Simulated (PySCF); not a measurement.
Ruthenium: a sound run and one with changed settings

Sound run: Ru⁺ [Kr] 4d7, Ru²⁺ [Kr] 4d6. All numbers are calculated (PySCF 2.14, scalar relativity through the core potential, in aug-cc-pVDZ-PP with ECP28MDF (5s5p4d2f, 54 functions)). In the sound run the correlated levels freeze 4s2 4p6 outside the core potential. The sound run starts from symmetry-adapted Hartree-Fock orbitals and uses a fine grid where one is needed.

Changed run: initial guess 1e, at most 50 SCF cycles.

```
species  method  sound run (hartree)  changed run (hartree)  converged
    Ru⁺     UHF            -93.58104              -93.58104        yes
    Ru⁺     PBE            -94.21466              -94.21466        yes
   Ru²⁺     UHF            -93.03311              -93.03311        yes
   Ru²⁺     PBE            -93.59111              -93.59111        yes
```

Here the plain start reaches the same solutions.
